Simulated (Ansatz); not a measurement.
`FC[BH][GeH2][AlH2]` + HCl → `FCBCl` + `[AlH2][GeH3]`  (cleavage of the B–Ge bond)

Gas-phase electronic energies from Ansatz, PBE0-D4/def2-TZVP geometries. CBS: MP2 limit from def2 TZ/QZ plus the TZ coupled-cluster correction, frozen cores. This one scheme is used for every species. For Ge outer-core shells are correlated without core-valence functions, which leaves a few kJ/mol of doubt a bond. Scalar relativity is left out up to krypton. One conformer a species, not always the lowest.

| species | CCSD(T)/CBS(def2) energy (Eh) |
| --- | --- |
| `FC[BH][GeH2][AlH2]` | -2484.93071 |
| HCl | -460.38127 |
| `FCBCl` | -624.24106 |
| `[AlH2][GeH3]` | -2321.10422 |

Work out ΔE.

ΔE = (-624.24106) + (-2321.10422) − (-2484.93071) − (-460.38127) = -0.03330 Eh = -87.4 kJ/mol.

Largest T1 diagnostic among the species: 0.013.

The D4 term adds +4.0 kJ/mol with B3LYP and +2.5 kJ/mol with PBE0; it sums over pairs of atoms, weighted by their polarisabilities, and B3LYP, whose exchange is more repulsive, gets the larger term. In def2-TZVPP, CCSD(T) changes the Hartree–Fock value by +18.6 kJ/mol (the triples alone add +1.1 kJ/mol) and MP2 by +15.5 kJ/mol.

B3LYP here is the variant with VWN-RPA as its local correlation; programs differ in this.
